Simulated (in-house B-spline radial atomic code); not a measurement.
BHandHLYP excitations of Ga IV (Ga3+)

Method: BHandHLYP. Computed with a B-spline radial code for spherical atoms: linear response of the closed shell [Ar] 3d10 with the functional's adiabatic kernel; scalar-relativistic (spin-free one-electron X2C), finite nucleus, no spin-orbit coupling, no double excitations, S, P, D and F terms only. Only terms of natural parity with L up to 3 were computed.

Command:
```bash
python run_td.py task.json out
```
Settings (radii: box in bohr, nucleus in fm):
```
Z                        31
electrons                28
configuration            [Ar] 3d10
hamiltonian              x2c
method                   bhandhlyp
box_radius               23.08
rms_radius               3.9973
intervals                72
```

Cost of the run: 2.1 s on 1 thread of Arm Neoverse N1, with other jobs on the host.

The lowest states, in the order of their Tamm-Dancoff energies; the method's threshold (minus the highest occupied level) is 59.30 eV. Labels give the largest channel, * marks a mixed state, and oscillator strengths are full-response dipole values. Semilocal kernels can invert the small singlet-triplet splittings of Rydberg terms. Energies in eV:

| state | full response | Tamm-Dancoff | oscillator strength |
| --- | --- | --- | --- |
| 3d → 4s 3D | 17.580 | 17.607 | - |
| 3d → 4s 1D | 18.329 | 18.342 | - |
| 3d → 4p 3P | 26.837 | 26.869 | - |
| 3d → 4p 3F | 27.108 | 27.132 | - |
| 3d → 4p 1F | 27.609 | 27.612 | - |
| 3d → 4p 1P | 28.411 | 28.495 | 0.516 |
| 3d → 4d 3S | 39.38 | 39.43 | - |
| 3d → 4d 3D | 39.93 | 39.95 | - |
| 3d → 4d 1D | 40.39 | 40.40 | - |
| 3d → 5s 3D | 41.26 | 41.26 | - |
| 3d → 5s 1D | ? | ? | - |
| 3d → 4d 1S | 42.93 | 43.29 | - |
| 3d → 5p 3P | ? | ? | - |
| 3d → 5p 3F | 44.41 | 44.42 | - |
| 3d → 5p 1F | 44.53 | 44.53 | - |
| 3d → 5p 1P | 44.71 | 44.73 | 0.0513 |
| 3d → 4f 3P | 47.92 | 47.92 | - |
| 3d → 4f 3F | 47.98 | 47.98 | - |
| 3d → 4f 1F | 48.00 | 48.00 | - |
| 3d → 4f 1P | 48.08 | 48.09 | 0.277 |
| 3d → 5d 3S | 48.70 | 48.71 | - |
| 3d → 5d 3D | 48.89 | 48.89 | - |

**Question.** Where does 3d → 5s 1D lie?

**Answer.** At 41.41 eV in full response, 41.41 eV in Tamm-Dancoff.

**Question.** Where does 3d → 5p 3P lie?

**Answer.** At 44.34 eV in full response, 44.35 eV in Tamm-Dancoff.

**Question.** How large is the singlet-triplet splitting of 3d → 4s (D terms) in Tamm-Dancoff?

**Answer.** 0.735 eV, from the unrounded values.

**Question.** What polarisabilities and dispersion coefficient does the method give?

**Answer.** Dipole 1.352 bohr³, quadrupole 2.72 bohr⁵, C6 2.999 hartree·bohr⁶ for two such species.
